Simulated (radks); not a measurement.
Results of a calculation; reference values are marked as such.
Question: Al IX, configuration [He] 2s2 2p1. Level of theory: scalar-relativistic Kohn-Sham, XLYP, spin-polarised, spherical densities, finite nucleus; open shells are filled with parallel spins first; Fermi nuclear charge, rms radius 3.061 fm (a radial shooting solver on a logarithmic mesh with Libxc functionals). Some entries of the table are withheld. Estimate them.

orbital  occ.  eigenvalue (Ry)  <r> (bohr)
1s up       1              (1)         (2)
1s down     1              (3)         (4)
2s up       1        -24.76494      0.5343
2s down     1        -24.34522      0.5378
2p up       1        -22.66475      0.4722

Answer: 
(1) 1s up eigenvalue (Ry): -133.4749
(2) 1s up <r> (bohr): 0.1196
(3) 1s down eigenvalue (Ry): -133.2904
(4) 1s down <r> (bohr): 0.1194
